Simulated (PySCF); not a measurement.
Al2H4. Atoms are numbered in the order given.

```xyz
6

Al     0.0000     0.0000    -1.2976
Al     0.0000     0.0000     1.2976
H      0.9547     0.9547    -2.1417
H     -0.9547    -0.9547    -2.1417
H      0.9547    -0.9547     2.1417
H     -0.9547     0.9547     2.1417
```

Geometry: TPSSh-D3(BJ)/def2-TZVP.

Level of theory: PySCF with TPSSh-D3(BJ)/def2-TZVP.

Frequencies are harmonic and unscaled.

Modes within 1.5 cm⁻¹ of each other (mostly degenerate sets) share a row, with their intensities summed.

```
mode   ν (cm⁻¹)  IR (km/mol)  moving atoms (share of kinetic energy)
-----  --------  -----------  --------------------------------------
1           143          0.0                                 H 100 %
2–3         300        125.1                                  H 95 %
4           341          0.0                                 Al 92 %
5–6         547        153.5                         H 84 %, Al 16 %
7           756        682.7                                  H 95 %
8           815          0.0                                  H 94 %
9          1885        382.8                                  H 98 %
10–11      1902        496.0                                  H 95 %
12         1905          0.0                                  H 98 %
```
